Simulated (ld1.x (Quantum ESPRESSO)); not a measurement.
**I TM: all-electron and pseudo phase curves**

ld1.x (Quantum ESPRESSO) 7.5 input, shortened:

```
&input
   title='I', zed=53., rel=2, dft='PBE', iswitch=3,
   config='[Kr] 4d10 5s2 5p5 5d-2', rel_dist='average'
 /
 &inputp
   pseudotype=2, tm=.true., lloc=1,
   nlcc=.true., new_core_ps=.true.
 /
3
5S  1  0   2.00   0.00  1.55  1.55  0.0
5D  3  2  -2.00   0.05  1.75  1.75  0.0
5P  2  1   5.00   0.00  2.00  2.00  0.0
 &test
   configts(1)='5s2 5p5'
 /
```

Open shells are filled in proportion to 2j + 1 (rel_dist='average').

The phase is arctan(r·u′/u) with u = r·R(r), unwrapped; energies in Ry, scanned from -3 to 5 Ry. A pole is an energy at which the radial function vanishes at the test radius. The pseudo phase is shifted by a multiple of π to meet the all-electron one at the reference energy, and phase errors are pseudo minus all-electron; the curves can meet again beyond the range given. Levels narrower than the energy grid can be missing from the lists of poles.

| channel | radius (bohr) | reference energy (Ry) | poles, all-electron | poles, pseudo | unbroken range about the reference energy with phases within 0.05 rad | phase error 1 Ry above the reference energy (rad) |
| --- | --- | --- | --- | --- | --- | --- |
| s | 2.19 | -1.28 | 0.80 | 0.64 | below 1.9 | -0.006 |
| p1/2 | 2.19 | -0.57 | 2.26 | 2.33 | not even at the reference energy | +0.053 |
| p3/2 | 2.19 | -0.50 | 2.62 | 2.33 | not even at the reference energy | -0.033 |
| d3/2 | 2.19 | 0.05 | none | 4.92 | below 1.4 | -0.020 |
| d5/2 | 2.19 | 0.05 | none | 4.96 | below 1.4 | -0.020 |

Note: ghost states, extra bound levels that the all-electron valence spectrum of the same l lacks: d3/2 at -67.0 eV, d5/2 at -63.5 eV. A true bound ghost makes a file unfit for plane-wave use. The potential misses its own reference levels by up to 0.7 eV.

Phases in the p3/2 channel:

| E (Ry) | all-electron | pseudo |
| --- | --- | --- |
| -3.00 | 1.220 | 1.214 |
| -2.52 | 1.163 | 1.155 |
| -2.04 | 1.076 | 1.063 |
| -1.56 | 0.923 | 0.900 |
| -1.08 | 0.611 | 0.561 |
| -0.60 | -0.051 | -0.145 |
| -0.12 | -0.783 | -0.851 |
| 0.36 | -1.153 | -1.191 |
| 0.84 | -1.331 | -1.357 |
| 1.32 | -1.431 | -1.453 |
| 1.80 | -1.496 | -1.517 |
| 2.28 | -1.544 | -1.566 |
| 2.76 | -1.581 | -1.607 |
| 3.24 | -1.614 | -1.644 |
| 3.72 | -1.643 | -1.681 |
| 4.20 | -1.673 | -1.722 |
| 4.68 | -1.703 | -1.773 |
